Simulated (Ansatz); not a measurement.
Species: C$_{4}$H$_{8}$O (charge 0, singlet). SMILES: CCCC=O
Structure (B3LYP-D3(BJ)/def2-TZVP (Ansatz, a quantum-chemistry and plane-wave program) minimum search):
```xyz
13

C     -2.2944    -0.2512    -0.0681
C     -0.8848     0.3219    -0.1779
C      0.1826    -0.6725     0.2562
C      1.5963    -0.1668     0.1711
O      1.9164     0.9312    -0.2043
H     -2.4117    -1.1390    -0.6944
H     -3.0416     0.4783    -0.3841
H     -2.5264    -0.5400     0.9600
H     -0.7969     1.2255     0.4291
H     -0.6836     0.6339    -1.2050
H      0.0238    -1.0043     1.2911
H      0.1368    -1.5945    -0.3389
H      2.3708    -0.8981     0.4895
```
Charge 0, spin multiplicity 1.

Property: atomisation energy (electronic, to ground-state atoms), in kJ/mol. Cores are frozen in the correlated levels unless marked. Open shells are spin-unrestricted. No spin-orbit coupling. No relativistic terms. The coupled-cluster limit lacks core correlation, which all-electron functionals hold. CBS marks a two-point X^-3 extrapolation of the correlation energy; Hartree-Fock from the larger set. The bracket is a focal-point correction in the basis named.

```tsv
level	program	atomisation energy (kJ/mol)	minus last row	rough core time
HF/cc-pVTZ	Ansatz	3924.5	-1371.0	-
HF/cc-pVQZ	Ansatz	3930.7	-1364.8	under 20 s
BHLYP-D4/def2-TZVPD	Ansatz + dftd4	5142.0	-153.5	under 20 s
HSE06/def2-TZVPD	Ansatz	5313.1	17.6	under 20 s
B2GP-PLYP-D3(BJ)/def2-TZVPD	Ansatz + dftd3	5233.7	-61.8	under 20 s
RI-MP2/cc-pVQZ	Ansatz	5321.3	25.8	under 20 s
RI-MP2/CBS(cc-pVTZ,cc-pVQZ)+[CCSD(T)-MP2]/cc-pVTZ	Ansatz	5295.5	0.0	3 min
```

Core times are rough, on shared machines, summed over the molecules involved; a dash marks a level read off another run, or run on other hardware, by another program or under a memory cap.
